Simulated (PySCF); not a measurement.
ReF3, SMILES [F][Re]([F])[F] (connectivity only; charge and spin as stated), neutral, multiplicity 3. Atoms are numbered in the order given.

```xyz
4

Re     0.0000     0.0000     0.0000
F     -1.8308     0.0000     0.0000
F      0.9154     1.5855     0.0000
F      0.9154    -1.5855     0.0000
```
Charge 0, spin multiplicity 3.

Geometry: PBE-D3(BJ)/def2-TZVP. The spin state was assumed, not searched. The def2 effective core potentials stand for the cores of Re; spin–orbit coupling is left out.

Calculation: PySCF with B3LYP/def2-TZVPD.

Gas-phase values at a fixed geometry.

Problem. Estimate the frontier levels, dipole moment and polarisability. (An estimate is asked for; the answer gives what the named calculation found.)

Solution. 
```yaml
"α spin, highest occupied and lowest empty level": -7.03 and -3.19 eV
"β spin, highest occupied and lowest empty level": -6.28 and -3.18 eV
dipole_moment: 0.00 D
quadrupole, principal values (traceless, Buckingham form, about the centre of nuclear charge): -0.31, -0.31, 0.62 D·Å
mean_static_polarisability: 43.1 bohr³ (6.39 Å³)
polarisability_principal_values: 41.5, 41.5, 46.5 bohr³
"⟨S²⟩": 2.005 (pure state 2.00)
```
